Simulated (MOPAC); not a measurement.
MOPAC input (PM6):

```
PM6 1SCF UHF MS=0.5 GEO-OK AUX(PRECISION=9) THREADS=1
C2H8GeN

C    -1.75287200 1   -0.73718900 1    0.60484600 1
N    -0.89112500 1    0.19683700 1    0.06542100 1
C    -1.42713300 1    1.06477700 1   -0.96867000 1
Ge    0.93821400 1   -0.14568500 1    0.09899400 1
H    -1.39397100 1   -1.35061200 1    1.41846100 1
H    -2.81519300 1   -0.56647900 1    0.49786000 1
H    -2.34804400 1    1.53550600 1   -0.61251700 1
H    -1.66138300 1    0.51988800 1   -1.89235600 1
H    -0.71454300 1    1.85531200 1   -1.20549600 1
H     1.34271200 1   -1.16500900 1   -0.98881300 1
H     1.25039700 1   -0.71039700 1    1.49162600 1
H     1.63507500 1    1.20032900 1   -0.15158300 1
```

From the output:

```
                                                       MOPAC v23.2.5 Linux

          FINAL HEAT OF FORMATION =         33.49756 KCAL/MOL =     140.15380 KJ/MOL

          COSMO AREA              =        127.61 SQUARE ANGSTROMS
          COSMO VOLUME            =        119.46 CUBIC ANGSTROMS

          IONIZATION POTENTIAL    =          7.172802 EV
          ALPHA SOMO LUMO (EV)    =         -7.173  0.559
          BETA  SOMO LUMO (EV)    =         -9.327  0.653
          NO. OF ALPHA ELECTRONS  =         13
          NO. OF BETA  ELECTRONS  =         12
          MOLECULAR WEIGHT        =        118.6819         POINT GROUP:  C1

          MOLECULAR DIMENSIONS (Angstroms)

            Atom       Atom       Distance
            H    12    H     6     4.83200
            H     8    H    11     4.27614
            H    10    H     7     3.33404

          SCF CALCULATIONS        =          1

   ATOM   CHEMICAL          X               Y               Z
  NUMBER   SYMBOL      (ANGSTROMS)     (ANGSTROMS)     (ANGSTROMS)

     1       C         -1.75287200  *  -0.73718900  *   0.60484600  *
     2       N         -0.89112500  *   0.19683700  *   0.06542100  *
     3       C         -1.42713300  *   1.06477700  *  -0.96867000  *
     4      Ge          0.93821400  *  -0.14568500  *   0.09899400  *
     5       H         -1.39397100  *  -1.35061200  *   1.41846100  *
     6       H         -2.81519300  *  -0.56647900  *   0.49786000  *
     7       H         -2.34804400  *   1.53550600  *  -0.61251700  *
     8       H         -1.66138300  *   0.51988800  *  -1.89235600  *
     9       H         -0.71454300  *   1.85531200  *  -1.20549600  *
    10       H          1.34271200  *  -1.16500900  *  -0.98881300  *
    11       H          1.25039700  *  -0.71039700  *   1.49162600  *
    12       H          1.63507500  *   1.20032900  *  -0.15158300  *

                             CARTESIAN COORDINATES

   1    C       -1.752872000    -0.737189000     0.604846000
   2    N       -0.891125000     0.196837000     0.065421000
   3    C       -1.427133000     1.064777000    -0.968670000
   4   Ge        0.938214000    -0.145685000     0.098994000
   5    H       -1.393971000    -1.350612000     1.418461000
   6    H       -2.815193000    -0.566479000     0.497860000
   7    H       -2.348044000     1.535506000    -0.612517000
   8    H       -1.661383000     0.519888000    -1.892356000
   9    H       -0.714543000     1.855312000    -1.205496000
  10    H        1.342712000    -1.165009000    -0.988813000
  11    H        1.250397000    -0.710397000     1.491626000
  12    H        1.635075000     1.200329000    -0.151583000

           Empirical Formula: C2 H8 N Ge  =    12 atoms

      MOLECULAR POINT GROUP   :   C1

          ALPHA EIGENVALUES
 -30.63729 -24.61292 -21.21605 -18.84908 -15.64856 -15.50687 -15.03953 -12.86470
 -12.29033 -11.77442 -11.65310 -10.70500  -7.17280   0.55888   2.50130   2.50965
   3.02368   4.23480   5.36877   5.60205   6.05062   6.34979   6.85263   6.93966

           BETA EIGENVALUES
 -30.28074 -24.49171 -20.93068 -18.70899 -15.47928 -15.31569 -14.76894 -12.74142
 -12.11898 -11.76511 -11.47396  -9.32713   0.65283   1.93355   2.50481   2.73965
   3.08186   4.46242   5.47146   5.65850   6.29286   6.52014   7.04083   7.15643

              NET ATOMIC CHARGES AND DIPOLE CONTRIBUTIONS

  ATOM NO.   TYPE          CHARGE      No. of ELECS.   s-Pop       p-Pop
    1          C          -0.417806        4.4178     1.12682     3.29098
    2          N          -0.230887        5.2309     1.50216     3.72873
    3          C          -0.316470        4.3165     1.08046     3.23601
    4         Ge          -0.019636        4.0196     1.19468     2.82496
    5          H           0.154099        0.8459     0.84590
    6          H           0.152208        0.8478     0.84779
    7          H           0.154324        0.8457     0.84568
    8          H           0.138699        0.8613     0.86130
    9          H           0.145793        0.8542     0.85421
   10          H           0.069850        0.9301     0.93015
   11          H           0.091280        0.9087     0.90872
   12          H           0.078545        0.9215     0.92146
 DIPOLE           X         Y         Z       TOTAL
 POINT-CHG.     1.765     0.777    -0.703     2.052
 HYBRID        -0.400     0.018    -0.262     0.478
 SUM            1.365     0.795    -0.965     1.851

          ATOMIC ORBITAL ELECTRON POPULATIONS

     Atom    s        px        py        pz
    1  C   1.12682   1.03906   1.10614   1.14578
    2  N   1.50216   1.10015   1.27905   1.34953
    3  C   1.08046   1.13383   1.06421   1.03797
    4 Ge   1.19468   0.77093   1.01828   1.03575
    5  H   0.84590
    6  H   0.84779
    7  H   0.84568
    8  H   0.86130
    9  H   0.85421
   10  H   0.93015
   11  H   0.90872
   12  H   0.92146

                    (SZ)    =    0.500000
                    (S**2)  =    0.757285

          ATOMIC ORBITAL SPIN POPULATIONS

    Atom   Total    s     px     py     pz
         Atomic
    1  C  0.7497  0.023  0.024  0.358  0.345
    2  N  0.2660  0.040  0.009  0.108  0.109
    3  C -0.0103 -0.001 -0.001 -0.009  0.001
    4 Ge  0.0173  0.003  0.018 -0.001 -0.003
    5  H -0.0222 -0.022
    6  H -0.0229 -0.023
    7  H  0.0017  0.002
    8  H  0.0105  0.011
    9  H  0.0002  0.000
   10  H  0.0127  0.013
   11  H -0.0001 -0.000
   12  H -0.0024 -0.002

 **********************
 *                    *
 * JOB ENDED NORMALLY *
 *                    *
 **********************

 == MOPAC DONE ==
```

The geometry given is a B3LYP-D3(BJ)/def2-TZVP minimum.
